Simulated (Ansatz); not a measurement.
A nudged elastic band was laid between two geometries of C2H4ClNSi (9 atoms, charge 0, multiplicity 1).

Method: Ansatz, RKS PBE-D4/def2-mTZVP.

| Item | Value |
| --- | --- |
| movable images | 7 |
| climbing image | yes |
| spring | 5.0 eV/Å² |
| optimiser | quadratic models (default) |
| start path | IDPP |
| force threshold | 0.5 eV/Å |
| iteration limit | 60 |
| end points | relaxed |

First end point:

```xyz
9
Properties=species:S:1:pos:R:3
N -0.409 0.591 -1.886
C -0.297 0.029 -0.753
Si 0.802 -1.105 0.264
C -0.407 0.325 0.699
Cl -0.144 1.989 1.334
H -0.848 1.528 -1.778
H 2.264 -0.841 0.153
H 0.436 -2.452 0.793
H -1.307 -0.111 1.157
```

Last end point:

```xyz
9
Properties=species:S:1:pos:R:3
N -0.690 1.057 -1.565
C -0.409 0.259 -0.620
Si 0.747 -1.013 0.192
C -0.409 0.361 0.856
Cl -0.045 1.902 1.703
H -0.428 0.658 -2.481
H 2.201 -0.736 0.017
H 0.413 -2.418 0.574
H -1.292 -0.115 1.306
```

Problem. What changes between the two ends?

Solution. No bond is made or broken. The dihedral H6–N1–C2–C4 changes from -12 to 171° by way of a nearly straight angle H6–N1–C2 (up to 168°), not by a turn about the bond.

Problem. What energy profile does the band end with?

Solution. The forces met the threshold. The highest image is number 4 of 0 to 8, 93.2 kJ/mol above the first end and 96.8 kJ/mol above the last; the last end lies 3.6 kJ/mol below the first. The threshold of 0.5 eV/Å is loose, so the images may lie well off the minimum-energy path. The order of the stationary point at the top wasn't checked.

```tsv
image	path coordinate (Å)	energy (kJ/mol)	angle H6–N1–C2 (°)
0	0.00	0.0	110
1	0.30	3.6	114
2	0.60	21.4	126
3	0.89	67.6	150
4	1.19	93.2	168
5	1.48	48.7	139
6	1.78	15.5	122
7	2.07	0.8	115
8	2.37	-3.6	111
```

Problem. What is the geometry of the highest image?

Solution. 
```xyz
9
Properties=species:S:1:pos:R:3
N -0.623 0.891 -1.648
C -0.428 0.120 -0.724
Si 0.843 -1.119 0.207
C -0.469 0.203 0.745
Cl -0.363 1.803 1.594
H -0.584 1.494 -2.442
H 2.256 -0.648 0.097
H 0.747 -2.410 0.980
H -1.291 -0.380 1.174
```

Time of the run: 2.4 min on 2 threads of Arm Neoverse N1, with other jobs on the host, peak memory 0.15 GiB.
